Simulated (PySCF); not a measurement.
Al(Cl)(OMe)(SeH) (CH4AlClOSe), SMILES C[O][Al]([Cl])[SeH]. Atoms are numbered in the order given.

```xyz
9

Al     0.0383     0.4244     0.0000
Cl     1.9765     1.2237     0.0000
O     -1.3001     1.4411     0.0000
C     -1.5939     2.8103     0.0000
H     -2.1884     3.0727    -0.8920
H     -0.6808     3.4334     0.0000
H     -2.1884     3.0727     0.8920
Se    -0.3007    -1.8297     0.0000
H      1.1451    -2.0791     0.0000
```

Geometry optimised at ωB97X-D3(BJ)/def2-SVP. One conformer was computed; it need not be the lowest.

The numbers are results of ωB97X-D3(BJ)/def2-SVP (PySCF), not measurements.

Frequencies are harmonic and unscaled.

```
mode  ν (cm⁻¹)  IR (km/mol)  moving atoms (share of kinetic energy)
----  --------  -----------  --------------------------------------
1           71          3.6                 C 41 %, Cl 23 %, H 22 %
2           76          0.1                                  H 88 %
3           85          1.8         O 35 %, H 32 %, C 17 %, Al 12 %
4          111          6.7       Cl 42 %, Se 18 %, Al 17 %, O 10 %
5          214         14.3          O 47 %, Se 25 %, C 14 %, H 8 %
6          223         56.5                 Al 54 %, H 22 %, O 16 %
7          236          0.8                  H 77 %, Al 14 %, O 8 %
8          359         16.9       Cl 32 %, O 26 %, Al 19 %, Se 18 %
9          567        107.4                Al 45 %, H 34 %, Cl 20 %
10         633         58.4                         H 61 %, Al 26 %
11         777         85.1          Al 51 %, C 21 %, O 17 %, H 9 %
12        1193         36.0                   H 70 %, C 21 %, O 8 %
13        1197          0.8                          H 77 %, C 18 %
14        1269        417.7                          O 58 %, C 31 %
15        1487          2.1                                  H 97 %
16        1490          3.3                                  H 93 %
17        1493         17.2                           H 91 %, C 9 %
18        2500          6.3                                  H 99 %
19        3032         86.3                                  H 97 %
20        3119         38.0                          H 90 %, C 10 %
21        3130         32.9                          H 90 %, C 10 %
```
